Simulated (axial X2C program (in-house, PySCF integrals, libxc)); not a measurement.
InH: from the spin-free to the two-component result

Calculated with an in-house relativistic program for diatomic molecules. Spin-free means the one-electron spin-free X2C Hamiltonian; two-component (2c) means X2C with spin–orbit coupling and atomic mean-field two-electron Coulomb and Gaunt terms, so the difference of the two also holds small scalar two-electron terms. Basis: In dyall-cv3z [11s12p9d4f1g], H dyall-v3z [6s2p1d] (cores contracted in-house); Gaussian nuclei, density fitting, unrestricted open shells. Masses: In 114.904 u, H 1.008 u.

Spin-free state: M_S = 0, Λ = 0 (closed shell); fragments In + H.

| level | Re (Å) | ωe (cm⁻¹) | De (eV) | μ (D) |
| --- | --- | --- | --- | --- |
| PBE0 | 1.849 | 1461.7 | 2.629 | -0.80 |
| HF | 1.844 | 1523.7 | 1.840 | -0.54 |
| MP2 | 1.825 | 1514.6 | 2.506 | n/a |
| CCSD | 1.840 | 1476.8 | 2.743 | n/a |
| CCSD(T) | 1.842 | 1465.9 | 2.750 | n/a |
| PBE | 1.871 | 1394.7 | 2.659 | -0.96 |

Correlated methods: 14 electrons correlated (number of frozen shells: In 4 s, 3 p, 1 d; H none), 192 virtual spin orbitals or spinors in MP2, 90 natural virtuals in coupled cluster.

Dipoles are positive if H is the positive end.

Two-component determinant lowest at the distance of the search:

Ω = 0 (closed shell); fragments In + H.

| level | Re (Å) | ωe (cm⁻¹) | De (eV) | μ (D) |
| --- | --- | --- | --- | --- |
| PBE0 | 1.849 | 1461.9 | n/a | -0.78 |
| HF | 1.844 | 1524.3 | 1.661 | -0.53 |
| MP2 | 1.824 | 1514.4 | 2.375 | n/a |
| CCSD | 1.840 | 1476.0 | 2.580 | n/a |
| CCSD(T) | 1.842 | 1464.7 | 2.592 | n/a |
| PBE | 1.870 | 1394.5 | n/a | -0.94 |

Q: From the two tables, how do the constants change at the CCSD(T) level (2c against spin-free)?

A: At the CCSD(T) level Re is unchanged within 0.001 Å and ωe decreases by 1.2 cm⁻¹; De changes by -0.158 eV.

One determinant describes the state; a PBE0 search over occupations chose it and may have missed a lower one. Closed shells are restricted here (equal orbitals for both partners); the stretched side of such a curve lies too high. De is counted from the lowest determinant-based energies of the atoms at the same level, without counterpoise correction. De is not given where an atomic determinant may have missed its ground term or J level, or where the truncated virtual space spoils (T). CCSD and (T) use frozen natural virtuals with an MP2 correction for the truncation; (T) itself is uncorrected, so its De runs slightly low. The functionals have no current-density term, which raises determinants with orbital currents, atoms included.
